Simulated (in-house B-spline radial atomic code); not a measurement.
Radial electron density of W⁸⁺, [Kr] 4d10 4f13 5s2 5p4 8s1. Computed with a radial B-spline atomic code at the basis-set limit: Dirac-Hartree-Fock, average of configuration, Fermi nucleus of rms radius 5.3658 fm.

Columns: r (bohr), 4πr²n(r) (electrons per bohr), bar.

```
0.000549    3.037 #
0.000695    4.433 #
 0.00088    6.429 ##
 0.00111    9.198 ###
 0.00141    13.17 ####
 0.00179    18.62 ######
 0.00226    25.72 ########
 0.00286    34.99 ###########
 0.00362     46.5 ###############
 0.00459     60.1 ####################
 0.00581    74.69 #########################
 0.00736    88.69 #############################
 0.00932    99.57 #################################
  0.0118    104.8 ##################################
  0.0149    103.3 ##################################
  0.0189    97.15 ################################
  0.0239    92.72 ##############################
  0.0303    97.55 ################################
  0.0384    113.7 #####################################
  0.0486    131.2 ###########################################
  0.0615    133.9 ############################################
  0.0779    118.3 #######################################
  0.0987    104.7 ##################################
   0.125      113 #####################################
   0.158    124.3 #########################################
     0.2    105.2 ###################################
   0.254    70.81 #######################
   0.321    64.95 #####################
   0.407    75.54 #########################
   0.515    64.77 #####################
   0.652    38.92 #############
   0.825    21.14 #######
    1.04    12.42 ####
    1.32    5.971 ##
    1.68    1.756 #
    2.12   0.2447 
    2.69   0.1501 
     3.4  0.07387 
    4.31  0.08819 
    5.45   0.3523 
     6.9   0.1356 
    8.74 0.009298 
    11.1 9.61e-05 
      14 1.618e-07 
    17.7 7.824e-11
```

On this grid the curve has 5 maxima, near 0.0118, 0.0615, 0.158, 0.407, 5.45 bohr.

The 8s1/2 radial function P(r) = rR(r), positive near the nucleus, with its small component Q(r) (sign convention: Q ≈ (P' + κP/r)/2c):

```csv
r (bohr),P,Q
0.00027,0.005957,-0.001633
0.000433,0.008782,-0.002518
0.000695,0.01282,-0.003768
0.00111,0.01837,-0.005504
0.00179,0.02591,-0.007941
0.00286,0.03497,-0.01108
0.00459,0.04433,-0.01487
0.00736,0.04984,-0.01865
0.0118,0.04333,-0.02079
0.0189,0.0142,-0.01854
0.0303,-0.03848,-0.009334
0.0486,-0.07778,0.004602
0.0779,-0.02751,0.0119
0.125,0.09508,0.00257
0.2,0.04988,-0.0082
0.321,-0.1528,-0.0003741
0.515,0.01919,0.005394
0.825,0.2263,-0.002301
1.32,-0.2223,-0.002139
2.12,-0.01898,0.003181
3.4,0.2713,-0.002197
5.45,-0.5936,0.0004263
8.74,-0.09643,0.0003437
```
